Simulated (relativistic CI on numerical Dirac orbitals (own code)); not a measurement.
**Spin-allowed bands of a d2 ion in a tetrahedral site, by hand**

Problem. Take Δ = 6700 cm⁻¹ and B = 670 cm⁻¹ for a d2 ion in a tetrahedral site. Calculate the three spin-allowed bands.

Working.
1. The terms of highest spin are 3F (energy 0) and 3P (15B = 10050 cm⁻¹). Here the F term splits into A2 at −1.2Δ = -8040, T2 at −0.2Δ = -1340 and T1 at +0.6Δ = 4020 cm⁻¹.
2. The two T1 states mix through the element 0.4Δ: H = [[4020, 2680], [2680, 10050]], with roots ½(H₁₁ + H₂₂) ∓ ½√[(H₂₂ − H₁₁)² + 4H₁₂²] = ½(14070) ∓ ½(8068) = 3001 and 11069 cm⁻¹.
3. The ground term is 3A2 at -8040 cm⁻¹.
4. Bands: 3T2 6700 cm⁻¹ (1493 nm), 3T1(F) 11041 cm⁻¹ (906 nm), 3T1(P) 19109 cm⁻¹ (523 nm).

Check. Exact diagonalisation of the whole d2 shell with these parameters gives 3T2 6700, 3T1 11041, 3T1 19109 cm⁻¹. The match is exact, since without spin-orbit coupling no other term has this spin. The ratio of the second band to the first, 1.648, depends on Δ/B = 10.0 alone, which is how a Tanabe-Sugano diagram is read.
